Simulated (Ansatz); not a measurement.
Two members of one family (PbO pieces, space group 129), computed with Ansatz in the gas phase; def2 core potentials for Pb, no spin–orbit coupling. The two geometries come from different levels. Binding counts from free atoms in the multiplicity of their measured ground term, without zero-point energy. A dash marks a value that wasn't run or was left out as unsound. The structures are stationary points that may keep the symmetry of their start. Remarks come from the PBE and PBE0 runs and from stability tests at other levels; not every state was tested. HOMO above LUMO (over both spins in singlets and doublets, within one spin in higher multiplets; at PBE or PBE0), or a gap under 0.15 eV within one spin, warns that the state may not be the lowest or that an electron is smeared out.

First: Pb2O5H6 (singlet, charge 0, r2SCAN-D4/def2-SVP geometry).

```tsv
atom	x (Å)	y (Å)	z (Å)
Pb1	-0.305	1.216	-1.220
Pb2	0.303	-1.687	0.374
O3	-1.496	-1.005	2.211
O4	-1.640	-0.894	-0.439
O5	0.896	-0.682	-1.640
O6	0.311	0.525	0.940
O7	1.849	1.683	-0.826
H8	-2.015	-0.900	1.382
H9	-1.004	-0.160	2.226
H10	-2.035	-1.398	-1.166
H11	1.761	-0.224	-1.579
H12	1.180	0.968	0.773
H13	2.197	2.559	-1.037
```

```
              level  HOMO (eV)  LUMO (eV)  gap (eV)  vertical IE (eV)  vertical triplet (eV)  binding per atom (eV)
    PBE-D4/def2-SVP      -5.51      -1.59      3.92                 –                      –                   3.63
   PBE-D4/def2-TZVP      -5.86      -1.83      4.03              8.44                   4.04                   3.63
r2SCAN-D4/def2-TZVP      -6.14      -1.57      4.57                 –                      –                   3.52
 B3LYP-D4/def2-TZVP      -6.92      -1.43      5.49                 –                      –                   3.50
  PBE0-D4/def2-TZVP      -7.10      -1.16      5.95              8.84                   4.49                   3.44
```

Remarks: gap within one spin near zero at PBE or PBE0 (+1 doublet).

Second: Pb5O8H6 (singlet, charge 0, PBE-D4/def2-SVP geometry).

```csv
atom,x (Å),y (Å),z (Å)
Pb1,-0.218,-0.051,0.174
Pb2,1.341,-2.699,-1.163
Pb3,3.046,0.111,1.221
Pb4,0.582,3.155,-0.383
Pb5,-0.596,0.472,-3.195
O6,-0.941,-2.663,-0.748
O7,0.682,-0.757,-1.949
O8,1.689,-1.531,0.711
O9,1.749,1.333,-0.012
O10,1.414,0.898,2.959
O11,-2.299,-1.110,-2.248
O12,-0.804,1.743,-1.424
O13,-0.193,2.395,1.667
H14,-1.343,-3.338,-0.168
H15,-1.790,-1.819,-1.655
H16,0.747,1.571,2.496
H17,0.854,0.174,3.295
H18,-2.924,-0.671,-1.641
H19,-0.995,2.787,2.061
```

Question: Estimate how these quantities change from the first to the second (second minus first).

Answer: 
```
              level  Δ HOMO (eV)  Δ LUMO (eV)  Δ gap (eV)  Δ vertical IE (eV)  Δ vertical triplet (eV)  Δ binding per atom (eV)
    PBE-D4/def2-SVP         0.94         0.36       -0.58                   –                        –                     0.14
   PBE-D4/def2-TZVP         1.06         0.30       -0.76               -1.60                    -0.65                     0.14
r2SCAN-D4/def2-TZVP         1.12         0.32       -0.79                   –                        –                     0.09
 B3LYP-D4/def2-TZVP         1.20         0.35       -0.86                   –                        –                     0.09
  PBE0-D4/def2-TZVP         1.22         0.33       -0.89               -1.68                    -0.56                     0.08
```

Remarks: gap within one spin near zero at PBE or PBE0 (+1 doublet), gap within one spin near zero at PBE or PBE0 (triplet).
